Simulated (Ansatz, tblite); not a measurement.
Forces on (BeO)2 ring (Be2O2) at its PBE-D4/def2-TZVP geometry. Charge 0, multiplicity 1.

The xTB rows come from tblite.

GFN1-xTB (tblite), largest force 1.86 eV/Å:

```xyz
4
positions Å, forces eV/Å
Be   -0.201    0.287   -0.795   -0.431    0.616   -1.704
O     1.109    0.490   -0.103    0.136    0.060   -0.013
Be    0.201   -0.287    0.795    0.431   -0.616    1.705
O    -1.109   -0.490    0.103   -0.136   -0.060    0.013
```

GFN2-xTB (tblite), largest force 1.21 eV/Å:

```
Be -0.281 0.402 -1.110
O -0.051 -0.023 0.005
Be 0.281 -0.401 1.111
O 0.051 0.022 -0.005
```

PBE-D4/def2-TZVP (Ansatz), largest force 0.00 eV/Å:

```
Be 0.001 0.000 0.002
O -0.002 -0.001 0.000
Be -0.001 0.001 -0.002
O 0.002 0.000 0.000
```
